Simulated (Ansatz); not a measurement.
**Nudged elastic band run: ClGaH$_{6}$N$_{2}$**

Input file:

```yaml
crystal:
  periodic: [false, false, false]
  atoms:
    - { symbol: Ga, position_ang: [0.004595, -0.186781, -0.14703] }
    - { symbol: H, position_ang: [0.01017, -0.452691, 1.391821] }
    - { symbol: "N", position_ang: [1.563405, -0.170531, -1.072601] }
    - { symbol: H, position_ang: [2.45586, -0.092664, -0.597977] }
    - { symbol: H, position_ang: [1.635543, 0.155228, -2.030587] }
    - { symbol: "N", position_ang: [-1.570162, -0.099122, -1.03794] }
    - { symbol: H, position_ang: [-2.455428, -0.019566, -0.550943] }
    - { symbol: H, position_ang: [-1.656952, 0.205113, -2.001569] }
    - { symbol: Cl, position_ang: [0.108401, 2.66341, 1.817917] }
    - { symbol: H, position_ang: [0.064969, 1.390304, 2.057909] }
basis:
  gaussian: { orbitals: def2-SVP }
hamiltonian:
  xc: r2scan
  dispersion: d4
neb:
  order_check: false
  images: 9
  f_tol: 0.05
  max_iterations: 60
  final_atoms:
    - { symbol: Ga, position_ang: [0.04202718, 0.80882019, -0.63118573] }
    - { symbol: H, position_ang: [-0.0341705, -0.34435339, 2.41863734] }
    - { symbol: "N", position_ang: [1.62011975, -0.00657177, -0.95293052] }
    - { symbol: H, position_ang: [1.71459646, -0.7328103, -1.65468936] }
    - { symbol: H, position_ang: [2.48731911, 0.50704949, -0.83729846] }
    - { symbol: "N", position_ang: [-1.5821595, 0.20283974, -1.13596811] }
    - { symbol: H, position_ang: [-1.73755246, -0.77010171, -1.37767679] }
    - { symbol: H, position_ang: [-2.42001795, 0.6205235, -0.74475696] }
    - { symbol: Cl, position_ang: [0.10380124, 2.69634645, 0.41218991] }
    - { symbol: H, position_ang: [-0.03356233, 0.41095781, 2.33267868] }
  initial_path:
    images:
      - { positions_ang: [[0.004595, -0.186781, -0.14703], [0.01017, -0.452691, 1.391821], [1.563405, -0.170531, -1.072601], [2.45586, -0.092664, -0.597977], [1.635543, 0.155228, -2.030587], [-1.570162, -0.099122, -1.03794], [-2.455428, -0.019566, -0.550943], [-1.656952, 0.205113, -2.001569], [0.108401, 2.66341, 1.817917], [0.064969, 1.390304, 2.057909]] }
      - { positions_ang: [[0.00347255, -0.14949569, -0.11775054], [0.00958824, -0.36302502, 1.49732586], [1.58395974, -0.13801506, -1.05265043], [2.38996695, -0.25972953, -0.72409267], [1.73274514, 0.30576581, -1.87469031], [-1.59143656, -0.07704362, -1.02203102], [-2.4342812, -0.17594768, -0.61247191], [-1.71026901, 0.33017003, -1.91810079], [0.11274059, 2.61172296, 1.61527973], [0.06391457, 1.3082978, 2.03818208]] }
      - { positions_ang: [[0.00235009, -0.11221039, -0.08847108], [0.00900648, -0.27335904, 1.60283071], [1.60451448, -0.10549913, -1.03269986], [2.3240739, -0.42679506, -0.85020833], [1.82994727, 0.45630362, -1.71879362], [-1.61271112, -0.05496524, -1.00612204], [-2.4131344, -0.33232935, -0.67400081], [-1.76358602, 0.45522706, -1.83463257], [0.11708018, 2.56003593, 1.41264245], [0.06286015, 1.2262916, 2.01845515]] }
      - { positions_ang: [[0.00122764, -0.07492508, -0.05919162], [0.00842471, -0.18369307, 1.70833557], [1.62506921, -0.07298319, -1.01274929], [2.25818085, -0.5938606, -0.976324], [1.92714941, 0.60684144, -1.56289693], [-1.63398568, -0.03288686, -0.99021306], [-2.3919876, -0.48871103, -0.73552972], [-1.81690303, 0.58028409, -1.75116436], [0.12141977, 2.50834889, 1.21000518], [0.06180572, 1.1442854, 1.99872823]] }
      - { positions_ang: [[0.00010518, -0.03763977, -0.02991216], [0.00784295, -0.09402709, 1.81384042], [1.64562395, -0.04046726, -0.99279872], [2.1922878, -0.76092613, -1.10243966], [2.02435154, 0.75737925, -1.40700024], [-1.65526024, -0.01080848, -0.97430408], [-2.3708408, -0.6450927, -0.79705862], [-1.87022004, 0.70534112, -1.66769615], [0.12575936, 2.45666186, 1.00736791], [0.06075129, 1.0622792, 1.9790013]] }
      - { positions_ang: [[-0.00101727, -0.00035446, -0.0006327], [0.00726119, -0.00436111, 1.91934528], [1.66617869, -0.00795132, -0.97284815], [2.12639475, -0.92799166, -1.22855533], [2.12155368, 0.90791706, -1.25110355], [-1.6765348, 0.0112699, -0.9583951], [-2.349694, -0.80147438, -0.85858753], [-1.92353705, 0.83039815, -1.58422793], [0.13009895, 2.40497482, 0.80473064], [0.05969687, 0.980273, 1.95927438]] }
      - { positions_ang: [[0.00759162, 0.16148047, -0.1267433], [-0.00102515, -0.07235956, 2.01920369], [1.6569669, -0.00767541, -0.96886462], [2.04403509, -0.88895539, -1.31378214], [2.19470676, 0.82774355, -1.16834253], [-1.65765974, 0.04958387, -0.9939097], [-2.2272657, -0.79519985, -0.96240538], [-2.02283323, 0.78842322, -1.41633374], [0.12483941, 2.46324915, 0.72622249], [0.04104503, 0.86640996, 2.03395524]] }
      - { positions_ang: [[0.01620051, 0.3233154, -0.25285391], [-0.00931149, -0.14035802, 2.1190621], [1.64775511, -0.0073995, -0.9648811], [1.96167543, -0.84991912, -1.39900894], [2.26785985, 0.74757003, -1.08558151], [-1.63878468, 0.08789784, -1.0294243], [-2.10483739, -0.78892531, -1.06622323], [-2.12212941, 0.74644829, -1.24843955], [0.11957987, 2.52152347, 0.64771435], [0.02239319, 0.75254693, 2.1086361]] }
      - { positions_ang: [[0.0248094, 0.48515033, -0.37896452], [-0.01759782, -0.20835648, 2.21892052], [1.63854332, -0.00712359, -0.96089757], [1.87931578, -0.81088285, -1.48423575], [2.34101293, 0.66739652, -1.00282049], [-1.61990962, 0.1262118, -1.06493891], [-1.98240908, -0.78265078, -1.17004108], [-2.22142559, 0.70447336, -1.08054535], [0.11432033, 2.5797978, 0.5692062], [0.00374135, 0.63868389, 2.18331696]] }
      - { positions_ang: [[0.03341829, 0.64698526, -0.50507513], [-0.02588416, -0.27635493, 2.31877893], [1.62933154, -0.00684768, -0.95691405], [1.79695612, -0.77184658, -1.56946256], [2.41416602, 0.587223, -0.92005948], [-1.60103456, 0.16452577, -1.10045351], [-1.85998077, -0.77637624, -1.27385894], [-2.32072177, 0.66249843, -0.91265116], [0.10906078, 2.63807212, 0.49069805], [-0.01491049, 0.52482085, 2.25799782]] }
      - { positions_ang: [[0.04202718, 0.80882019, -0.63118573], [-0.0341705, -0.34435339, 2.41863734], [1.62011975, -0.00657177, -0.95293052], [1.71459646, -0.7328103, -1.65468936], [2.48731911, 0.50704949, -0.83729846], [-1.5821595, 0.20283974, -1.13596811], [-1.73755246, -0.77010171, -1.37767679], [-2.42001795, 0.6205235, -0.74475696], [0.10380124, 2.69634645, 0.41218991], [-0.03356233, 0.41095781, 2.33267868]] }
```

Command:

```bash
$ ansatz run input.yaml --threads 4 --pin off --max-ram 5120MiB --backend cpu --events-out ev --progress --plain --runs-dir out
```

Output, in part (warnings, iteration lines, the closing report on the highest movable image, with atoms numbered from 0):

```
NEB end point (image 0): max|allowed force component| = 2.841e-2 eV/Å (the criterion of neb.relax_end_points is 1.000e-2)
NEB end point (image 10): max|allowed force component| = 2.182e-2 eV/Å (the criterion of neb.relax_end_points is 1.000e-2)
NEB iter   1: max|band force component| = 1.778e1 eV/Å  barrier→ = 3.0844 eV  barrier← = 4.0624 eV  Δτ_max = 0.2000 Å  (326 SCF iters)
NEB iter   2: max|band force component| = 1.330e0 eV/Å  barrier→ = 0.8441 eV  barrier← = 1.8222 eV  Δτ_max = 0.1997 Å  (315 SCF iters)
NEB iter   3: max|band force component| = 9.651e-1 eV/Å  barrier→ = 0.6486 eV  barrier← = 1.6266 eV  Δτ_max = 0.1975 Å  (298 SCF iters)
NEB iter   4: max|band force component| = 1.539e0 eV/Å  barrier→ = 0.5478 eV  barrier← = 1.5258 eV  Δτ_max = 0.1028 Å  (287 SCF iters)
NEB iter   5: max|band force component| = 7.819e-1 eV/Å  barrier→ = 0.4772 eV  barrier← = 1.4552 eV  Δτ_max = 0.1018 Å  (268 SCF iters)
NEB iter   6: max|band force component| = 8.154e-1 eV/Å  barrier→ = 0.3998 eV  barrier← = 1.3779 eV  Δτ_max = 0.0507 Å  (267 SCF iters)
NEB iter   7: max|band force component| = 5.108e-1 eV/Å  barrier→ = 0.3281 eV  barrier← = 1.3062 eV  CI = image 4  Δτ_max = 0.1021 Å  (271 SCF iters)
NEB iter   8: max|band force component| = 3.736e-1 eV/Å  barrier→ = 0.3969 eV  barrier← = 1.3749 eV  CI = image 4  Δτ_max = 0.1004 Å  (267 SCF iters)
NEB iter   9: max|band force component| = 3.309e-1 eV/Å  barrier→ = 0.4031 eV  barrier← = 1.3811 eV  CI = image 4  Δτ_max = 0.0997 Å  (270 SCF iters)
NEB iter  10: max|band force component| = 2.101e-1 eV/Å  barrier→ = 0.3896 eV  barrier← = 1.3676 eV  CI = image 4  Δτ_max = 0.1005 Å  (271 SCF iters)
NEB iter  11: max|band force component| = 3.873e-1 eV/Å  barrier→ = 0.3791 eV  barrier← = 1.3571 eV  CI = image 4  Δτ_max = 0.0501 Å  (272 SCF iters)
NEB iter  12: max|band force component| = 1.492e-1 eV/Å  barrier→ = 0.3752 eV  barrier← = 1.3532 eV  CI = image 4  Δτ_max = 0.1000 Å  (270 SCF iters)
NEB iter  13: max|band force component| = 1.124e-1 eV/Å  barrier→ = 0.3691 eV  barrier← = 1.3471 eV  CI = image 4  Δτ_max = 0.1006 Å  (272 SCF iters)
NEB iter  14: max|band force component| = 9.618e-2 eV/Å  barrier→ = 0.3665 eV  barrier← = 1.3445 eV  CI = image 4  Δτ_max = 0.1007 Å  (270 SCF iters)
NEB iter  15: max|band force component| = 1.442e-1 eV/Å  barrier→ = 0.3654 eV  barrier← = 1.3434 eV  CI = image 4  Δτ_max = 0.0501 Å  (265 SCF iters)
NEB iter  16: max|band force component| = 1.040e-1 eV/Å  barrier→ = 0.3651 eV  barrier← = 1.3431 eV  CI = image 4  Δτ_max = 0.0500 Å  (271 SCF iters)
NEB iter  17: max|band force component| = 1.312e-1 eV/Å  barrier→ = 0.3650 eV  barrier← = 1.3431 eV  CI = image 4  Δτ_max = 0.0250 Å  (270 SCF iters)
NEB iter  18: max|band force component| = 9.623e-2 eV/Å  barrier→ = 0.3650 eV  barrier← = 1.3430 eV  CI = image 4  Δτ_max = 0.0500 Å  (270 SCF iters)
NEB iter  19: max|band force component| = 8.709e-2 eV/Å  barrier→ = 0.3650 eV  barrier← = 1.3430 eV  CI = image 4  Δτ_max = 0.0495 Å  (271 SCF iters)
NEB iter  20: max|band force component| = 1.642e-1 eV/Å  barrier→ = 0.3650 eV  barrier← = 1.3430 eV  CI = image 4  Δτ_max = 0.0250 Å  (232 SCF iters)
NEB iter  21: max|band force component| = 7.788e-2 eV/Å  barrier→ = 0.3650 eV  barrier← = 1.3430 eV  CI = image 4  Δτ_max = 0.0250 Å  (229 SCF iters)
NEB iter  22: max|band force component| = 7.391e-2 eV/Å  barrier→ = 0.3650 eV  barrier← = 1.3430 eV  CI = image 4  Δτ_max = 0.0251 Å  (227 SCF iters)
NEB iter  23: max|band force component| = 7.784e-2 eV/Å  barrier→ = 0.3650 eV  barrier← = 1.3430 eV  CI = image 4  Δτ_max = 0.0501 Å  (221 SCF iters)
NEB iter  24: max|band force component| = 8.353e-2 eV/Å  barrier→ = 0.3650 eV  barrier← = 1.3430 eV  CI = image 4  Δτ_max = 0.0500 Å  (213 SCF iters)
NEB iter  25: max|band force component| = 8.253e-2 eV/Å  barrier→ = 0.3650 eV  barrier← = 1.3430 eV  CI = image 4  Δτ_max = 0.0497 Å  (209 SCF iters)
NEB iter  26: max|band force component| = 7.906e-2 eV/Å  barrier→ = 0.3650 eV  barrier← = 1.3430 eV  CI = image 4  Δτ_max = 0.0499 Å  (204 SCF iters)
NEB iter  27: max|band force component| = 7.381e-2 eV/Å  barrier→ = 0.3650 eV  barrier← = 1.3430 eV  CI = image 4  Δτ_max = 0.0993 Å  (201 SCF iters)
NEB iter  28: max|band force component| = 9.230e-2 eV/Å  barrier→ = 0.3650 eV  barrier← = 1.3430 eV  CI = image 4  Δτ_max = 0.0497 Å  (199 SCF iters)
NEB iter  29: max|band force component| = 7.326e-2 eV/Å  barrier→ = 0.3650 eV  barrier← = 1.3430 eV  CI = image 4  Δτ_max = 0.0501 Å  (199 SCF iters)
NEB iter  30: max|band force component| = 6.606e-2 eV/Å  barrier→ = 0.3650 eV  barrier← = 1.3430 eV  CI = image 4  Δτ_max = 0.0502 Å  (198 SCF iters)
NEB iter  31: max|band force component| = 5.798e-2 eV/Å  barrier→ = 0.3650 eV  barrier← = 1.3430 eV  CI = image 4  Δτ_max = 0.0500 Å  (192 SCF iters)
NEB iter  32: max|band force component| = 4.827e-2 eV/Å  barrier→ = 0.3650 eV  barrier← = 1.3430 eV  CI = image 4  Δτ_max = 0.0000 Å  (469 SCF iters)
Total energy: -67963.50537719 eV, -2497.6127552932 hartree
Atom 0 at     0.010203     0.183525    -0.163343 Å, force    -0.000004     0.000003     0.000006 eV/Å
Atom 1 at    -0.024087    -0.098394     1.507430 Å, force     0.000001    -0.000002     0.000003 eV/Å
Atom 2 at     1.586816     0.206805    -1.080108 Å, force    -0.000001     0.000014    -0.000008 eV/Å
Atom 3 at     1.881812    -0.677852    -1.488384 Å, force     0.000000    -0.000010     0.000002 eV/Å
Atom 4 at     2.379948     0.631943    -0.605727 Å, force     0.000006    -0.000003     0.000002 eV/Å
Atom 5 at    -1.591205    -0.248777    -0.902097 Å, force    -0.000001    -0.000002    -0.000005 eV/Å
Atom 6 at    -2.418162    -0.233490    -0.312026 Å, force    -0.000000     0.000002     0.000001 eV/Å
Atom 7 at    -1.811494     0.159589    -1.807182 Å, force    -0.000000     0.000001     0.000001 eV/Å
Atom 8 at     0.121329     2.448339     1.088982 Å, force    -0.000006    -0.000011    -0.000001 eV/Å
Atom 9 at     0.025242     1.021012     1.591454 Å, force     0.000005     0.000008    -0.000000 eV/Å
Dipole moment:    -0.014701    -0.337700    -0.042266 e Å
```

The forces met the threshold. The profile has 3 maxima (images 2, 4, 8) with wells between them (images 3, 6): this band takes more than one step, which may be the mechanism or a detour left from its start path. A vibrational analysis at the climbing image gives one clearly imaginary mode, 557i cm⁻¹: a first-order saddle point. The orbitals stay closed-shell, which can raise the energy where a bond breaks towards radicals; this wasn't checked here.

Final band (atoms are numbered from 1 in the order of the input):

```
image  path coordinate (Å)  energy (eV)  Ga1–H2 (Å)  Cl9–H10 (Å)  Ga1–Cl9 (Å)
    0                 0.00         0.00        1.56         1.30         3.46
    1                 1.36         0.11        1.56         1.29         3.20
    2                 2.72         0.16        1.57         1.29         3.01
    3                 4.08         0.02        1.56         1.30         3.38
    4                 5.44         0.37        1.69         1.52         2.59
    5                 6.29        -0.66        2.21         2.27         2.22
    6                 7.14        -0.93        2.65         2.75         2.17
    7                 7.99        -0.87        2.83         2.94         2.17
    8                 8.84        -0.84        2.91         3.05         2.17
    9                 9.69        -0.93        2.97         3.14         2.16
   10                10.54        -0.98        3.26         2.99         2.16
```

Run time: 11 min on 4 threads of Arm Neoverse V1, with other jobs on the host, peak memory 0.19 GiB.
